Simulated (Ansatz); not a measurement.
Cost and result for the atomization energy of CHCl2F3OSi (`FC(F)(F)O[SiH](Cl)Cl`) (9 atoms, 8 bonds).

Z-matrix (Å, degrees):
```
C
F 1 1.330
F 1 1.341 2 107.5
F 1 1.324 2 108.2 3 -116.5
O 1 1.338 2 111.5 3 122.8
Si 5 1.654 1 129.0 2 -91.2
Cl 6 2.024 5 110.1 1 54.7
Cl 6 2.019 5 104.5 1 173.9
H 6 1.467 5 110.8 1 -67.0
```

The species carries charge 0 and has multiplicity 1. Geometry: relaxed with PBE0-D4/def2-TZVP. It is one conformer, not always the lowest. Program: Ansatz. All runs use 2 threads of an AMD EPYC 7R13 on a shared host and a share of an NVIDIA H100 80 GB. Times are those of one run each, without the atoms' runs, and a repeat can differ threefold. Electronic energies, without spin–orbit coupling; frozen cores. CCSD(T)/CBS adds CCSD(T) − MP2 in def2-TZVPP to the MP2 limit, and its time is that of the two runs behind it. T1 = 0.011. B3LYP takes the VWN-RPA correlation (the form of Gaussian; ORCA's B3LYP/G).

CCSD(T)/CBS is a level of theory with its own doubt, some kJ/mol a heavy atom from the limit and from the frozen cores, so smaller differences don't rank the functionals.

```json
{"level": "PBE-D4/def2-TZVPP (with forces)", "functions": "295", "wall time": "3.2 s", "atomization (kcal/mol)": "863.5", "difference from CCSD(T)/CBS": "28.3", "per bond": "3.5"}
{"level": "PBE0-D4/def2-TZVPP", "functions": "295", "wall time": "3.2 s", "atomization (kcal/mol)": "835.3", "difference from CCSD(T)/CBS": "0.1", "per bond": "0.0"}
{"level": "B2PLYP/def2-TZVPP", "functions": "295", "wall time": "3.3 s", "atomization (kcal/mol)": "818.5", "difference from CCSD(T)/CBS": "-16.7", "per bond": "-2.1"}
{"level": "r2SCAN-D4/def2-TZVPP (with forces)", "functions": "295", "wall time": "3.5 s", "atomization (kcal/mol)": "843.1", "difference from CCSD(T)/CBS": "7.9", "per bond": "1.0"}
{"level": "MP2/def2-QZVPP", "functions": "525", "wall time": "3.6 s", "atomization (kcal/mol)": "867.3", "difference from CCSD(T)/CBS": "32.1", "per bond": "4.0"}
{"level": "ωB97M-V/def2-TZVPP (with forces)", "functions": "295", "wall time": "3.8 s", "atomization (kcal/mol)": "840.6", "difference from CCSD(T)/CBS": "5.4", "per bond": "0.7"}
{"level": "B3LYP-D4/def2-TZVPP (with forces)", "functions": "295", "wall time": "3.9 s", "atomization (kcal/mol)": "821.5", "difference from CCSD(T)/CBS": "-13.7", "per bond": "-1.7"}
{"level": "ωB97X-V/def2-TZVPP", "functions": "295", "wall time": "5.5 s", "atomization (kcal/mol)": "840.1", "difference from CCSD(T)/CBS": "4.9", "per bond": "0.6"}
{"level": "CCSD(T)/def2-TZVPP", "functions": "295", "wall time": "10 s", "atomization (kcal/mol)": "806.6", "difference from CCSD(T)/CBS": "-28.6", "per bond": "-3.6"}
{"level": "CCSD(T)/CBS(def2)", "functions": "–", "wall time": "14 s", "atomization (kcal/mol)": "835.2", "difference from CCSD(T)/CBS": "0.0", "per bond": "0.0"}
```

In def2-TZVPP, CCSD(T) changes the Hartree–Fock value by +231.5 kcal/mol (the triples alone add +19.2 kcal/mol) and MP2 by +275.2 kcal/mol; breaking electron pairs costs correlation energy, which Hartree–Fock lacks. From PBE to PBE0 (25 % exact exchange), in def2-TZVPP and without D4, the atomization energy moves by −27.2 kcal/mol: exact exchange takes away binding that semilocal exchange gives to molecules. The D4 term adds +10.9 kcal/mol with B3LYP and +5.8 kcal/mol with PBE0; it sums over pairs of atoms, weighted by their polarisabilities, and B3LYP, whose exchange is more repulsive, gets the larger term.
